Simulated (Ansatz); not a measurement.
Gas-phase electronic energies from Ansatz, PBE0-D4/def2-TZVP geometries. CBS: MP2 limit from def2 TZ/QZ plus the TZ coupled-cluster correction, frozen cores. Functionals use def2-TZVPP. B3LYP here is the variant with VWN-RPA as its local correlation; programs differ in this. One conformer a species, not always the lowest.

`C[C@@H]1[AlH][Si@H]1[SiH3]` + `C=C[Si](N)(O)F` → `C=C[Si](N)(F)O[SiH3]` + `C[CH]1[AlH][SiH2]1`  (cleavage of the Si–Si bond)

| level | ΔE (kJ/mol) | difference from CCSD(T)/CBS |
| --- | --- | --- |
| r2SCAN-D4 | -79.6 | 8.1 |
| PBE0-D4 | -70.6 | 17.1 |
| B3LYP-D4 | -90.2 | -2.5 |
| ωB97X-V | -88.4 | -0.7 |
| ωB97M-V | -91.5 | -3.8 |
| B2PLYP | -91.8 | -4.1 |
| PBE0 | -69.9 | 17.8 |
| B3LYP | -89.3 | -1.6 |
| HF/def2-TZVPP | -118.8 | -31.1 |
| SCS-MP2/def2-TZVPP | -97.9 | -10.2 |
| CCSD/def2-TZVPP | -92.1 | -4.4 |
| CCSD(T)/def2-TZVPP | -86.8 | 0.9 |
| MP2/def2-QZVPP | -92.8 | -5.1 |
| SCS-MP2/def2-QZVPP | -99.3 | -11.6 |
| HF/CBS(def2) | -122.2 | -34.5 |
| MP2/CBS(def2) | -92.1 | -4.4 |
| CCSD(T)/CBS | -87.7 | 0 |

Largest T1 diagnostic among the species: 0.013.

In def2-TZVPP, CCSD(T) changes the Hartree–Fock value by +32.0 kJ/mol (the triples alone add +5.3 kJ/mol) and MP2 by +27.6 kJ/mol. From PBE to PBE0 (25 % exact exchange), in def2-TZVPP and without D4, ΔE moves by −9.7 kJ/mol.
